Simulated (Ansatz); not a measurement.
Molecule: (2S)-2-chlorohexane, C6H13Cl, net charge 0, singlet state. 
Geometry from a B3LYP-D3(BJ)/def2-TZVP (Ansatz, a first-principles code) optimisation:
```xyz
20

C     -3.6728    -0.4475    -0.2247
C     -2.3661    -0.8433     0.4564
C     -1.1339    -0.2930    -0.2573
C      0.1713    -0.6883     0.4237
C      1.4326    -0.2003    -0.2692
C      2.7066    -0.7308     0.3577
Cl     1.4886     1.6297    -0.2503
H     -3.7087    -0.8190    -1.2517
H     -3.7808     0.6389    -0.2635
H     -4.5379    -0.8501     0.3052
H     -2.2976    -1.9349     0.5119
H     -2.3699    -0.4860     1.4913
H     -1.1991     0.7963    -0.3099
H     -1.1243    -0.6513    -1.2930
H      0.2385    -1.7819     0.4678
H      0.1789    -0.3346     1.4589
H      1.3978    -0.4473    -1.3300
H      3.5877    -0.3479    -0.1552
H      2.7671    -0.4453     1.4086
H      2.7159    -1.8221     0.2955
```
Charge 0, spin multiplicity 1.

Dipole moments at this geometry, in debye (magnitudes).

```csv
level,program,dipole (D)
revPBE/def2-TZVPD,Ansatz,2.17
r2SCAN/def2-TZVPD,Ansatz,2.25
B3LYP/def2-TZVPD,Ansatz,(withheld)
BHLYP/def2-TZVPD,Ansatz,2.30
r2SCAN0/def2-TZVPD,Ansatz,2.29
LC-wPBE/def2-TZVPD,Ansatz,2.26
wB97M-V/def2-TZVPD,Ansatz,2.21
wB97X-V/def2-TZVPD,Ansatz,2.25
CCSD(T)/aug-cc-pV(D+d)Z,Ansatz,(withheld)
```

### Question
What belongs in the gaps?

### Answer

- B3LYP/def2-TZVPD, dipole (D): 2.22
- CCSD(T)/aug-cc-pV(D+d)Z, dipole (D): 2.15
